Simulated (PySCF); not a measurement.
CdH₂OS, SMILES [Cd]([SH])[OH]. Atoms are numbered in the order given.

```xyz
5

Cd     0.2117    -0.1869    -0.0602
O      1.7576    -1.3245    -0.5029
H      1.7031    -2.1863    -0.0747
S     -1.5596     1.2483     0.3472
H     -0.9714     1.7836     1.4324
```
Charge 0, spin multiplicity 1.

The structure is a stationary point at r2SCAN-D4/def2-TZVP. The def2 effective core potentials stand for the cores of Cd; spin–orbit coupling is left out. The values are those of a single conformer.

The numbers are results of PBE0/def2-TZVPD (PySCF), not measurements.

Isolated molecule, no solvent.

The total energy comes out as -642.24089 hartree. The highest occupied level is -7.43 eV and the lowest empty level comes out as -1.53 eV. The orbital gap comes out as 5.90 eV, the dipole moment is 1.43 D and the quadrupole, principal values (traceless, Buckingham form, about the centre of nuclear charge) is -13.50, 5.67, 7.83 D·Å. The mean static polarisability is 58.2 bohr³ (8.62 Å³). The polarisability, principal values is 45.9, 46.8, 81.9 bohr³.
